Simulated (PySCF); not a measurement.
## Optical rotation: `CC#C[C@@H]1CC[C@@H]1O`, C7H10O

Molfile (atoms numbered from 1):
```
C7H10O
     RDKit          3D

 18 18  0  0  0  0  0  0  0  0999 V2000
    3.0566   -0.2957   -1.2231 C   0  0  0  0  0  0  0  0  0  0  0  0
    1.8688   -0.0719   -0.4279 C   0  0  0  0  0  0  0  0  0  0  0  0
    0.9124    0.1062    0.2748 C   0  0  0  0  0  0  0  0  0  0  0  0
   -0.2978    0.3458    1.0248 C   0  0  2  0  0  0  0  0  0  0  0  0
   -1.1903   -0.9077    1.1709 C   0  0  0  0  0  0  0  0  0  0  0  0
   -2.0957   -0.3887    0.0457 C   0  0  0  0  0  0  0  0  0  0  0  0
   -1.4195    0.9947    0.1569 C   0  0  2  0  0  0  0  0  0  0  0  0
   -1.0550    1.6505   -1.0158 O   0  0  0  0  0  0  0  0  0  0  0  0
    3.9271   -0.3925   -0.5748 H   0  0  0  0  0  0  0  0  0  0  0  0
    3.2143    0.5436   -1.9004 H   0  0  0  0  0  0  0  0  0  0  0  0
    2.9500   -1.2084   -1.8094 H   0  0  0  0  0  0  0  0  0  0  0  0
   -0.0596    0.8729    1.9508 H   0  0  0  0  0  0  0  0  0  0  0  0
   -0.6932   -1.8574    0.9850 H   0  0  0  0  0  0  0  0  0  0  0  0
   -1.6921   -0.9475    2.1352 H   0  0  0  0  0  0  0  0  0  0  0  0
   -3.1675   -0.4160    0.2260 H   0  0  0  0  0  0  0  0  0  0  0  0
   -1.8824   -0.8585   -0.9132 H   0  0  0  0  0  0  0  0  0  0  0  0
   -2.0178    1.7087    0.7267 H   0  0  0  0  0  0  0  0  0  0  0  0
   -0.3669    1.1283   -1.4504 H   0  0  0  0  0  0  0  0  0  0  0  0
  1  2  1  0
  2  3  3  0
  3  4  1  0
  4  5  1  0
  5  6  1  0
  6  7  1  0
  7  8  1  0
  7  4  1  0
  1  9  1  0
  1 10  1  0
  1 11  1  0
  4 12  1  1
  5 13  1  0
  5 14  1  0
  6 15  1  0
  6 16  1  0
  7 17  1  1
  8 18  1  0
M  END
```

Method: TDDFT PBE0/def2-SVPD circular dichroism and optical rotation, one conformer, gas phase in PySCF. Geometry: GFN2-xTB.

The molecule is flexible and this is one conformer; a measurement averages over conformers. States above about 7.2 eV (minus the energy of the highest occupied orbital) lie near or above the ionisation threshold and depend on the basis.

Stereocentres: C4 S, C7 S.

Task: What is the specific rotation at 633, 589.3, 546, 436, 405, 365, 355 nm?

Result: [α] in deg dm⁻¹ (g/mL)⁻¹:
| λ (nm) | origin-invariant length gauge | modified velocity gauge | length gauge (centre of mass) | isotropic polarisability (au) |
| --- | --- | --- | --- | --- |
| 633 | +19.7 | +16.4 | +19.6 | 86.8 |
| 589.3 | +23.9 | +20.1 | +23.7 | 87.1 |
| 546 | +29.5 | +25.2 | +29.3 | 87.5 |
| 436 | +58.7 | +51.8 | +58.3 | 89.2 |
| 405 | +75.3 | +67.3 | +74.8 | 90.0 |
| 365 | +109.9 | +100.2 | +109.2 | 91.3 |
| 355 | +122.3 | +112.0 | +121.5 | 91.8 |

Task: And for the mirror image at 589.3 nm?

Result: -23.9 deg dm⁻¹ (g/mL)⁻¹ (origin-invariant length gauge): the same size and the opposite sign.

Task: What is the molar rotation [Φ] = [α]·M/100 of the geometry above at 589.3 nm?

Result: With M = 110.16 g/mol, +26.3 deg cm² dmol⁻¹ (origin-invariant length gauge).

The first excitation lies at 6.44 eV (193 nm) with R = +0.3 × 10⁻⁴⁰ esu² cm² (velocity form).
